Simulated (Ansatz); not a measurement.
```xyz
3

O     0.0000    0.0000   -0.3867
O     0.0000    0.9759    0.1934
O     0.0000   -0.9759    0.1934
```

Basis set: def2-TZVP (spherical functions). Frozen core: 3 orbitals. Charge 0, multiplicity 1.

Computed with Ansatz (development build ahead of 0.2.0); each method stands on the lowest determinant of its kind that the runs found. Restricted open shells among the atoms or ions are ROHF, correlated in semicanonical orbitals with singles.

The atomization energy at this shape (free ground-state atoms in the same class of orbitals less the molecule, no zero-point energy) of singlet O3:

```json
{"method": "RHF", "atomization energy": "-45.64 kcal/mol"}
```

(1) What does RHF-MP2 give?

Answers

(1) 126.03 kcal/mol. Caution: in another basis set an unrestricted determinant lies well below; the shape is not the minimum. Caution for RHF: the molecule lies well above its atoms at this level.
